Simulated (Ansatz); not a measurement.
`C1[CH2][Zn][O]1` at its PBE0-D4/def2-TZVP geometry, where that method's forces vanish. The species carries charge 0 and has multiplicity 1.

```
atom   x (Å)   y (Å)   z (Å)
  C1   0.614   0.270  -0.258
  C2  -0.520  -0.291   0.636
 Zn3  -1.423  -0.361  -1.154
  O4   0.248   0.340  -1.628
  H5   0.871   1.275   0.104
  H6   1.493  -0.381  -0.147
  H7  -0.328  -1.258   1.098
  H8  -0.954   0.407   1.349
```

Task: For each bond, give half the difference of the two atoms' forces along it (eV/Å; positive pushes the atoms apart) under PBE-D4, r2SCAN-D4, B3LYP-D4, ωB97M-V in def2-TZVPP. (Estimate.)

Result: Ansatz gave: 
```csv
bond,length (Å),PBE-D4,r2SCAN-D4,B3LYP-D4,ωB97M-V
C1–C2,1.549,-0.06,0.07,0.19,0.14
C1–O4,1.420,0.36,0.22,0.28,0.36
C1–H5,1.099,0.12,-0.03,-0.15,-0.19
C1–H6,1.099,0.12,-0.03,-0.15,-0.19
C2–Zn3,2.006,0.18,-0.01,0.33,-0.12
C2–H7,1.088,0.08,-0.04,-0.14,-0.07
C2–H8,1.088,0.08,-0.04,-0.14,-0.07
Zn3–O4,1.873,0.44,0.02,0.28,-0.09
```

B3LYP here is the variant with VWN-RPA as its local correlation; programs differ in this.
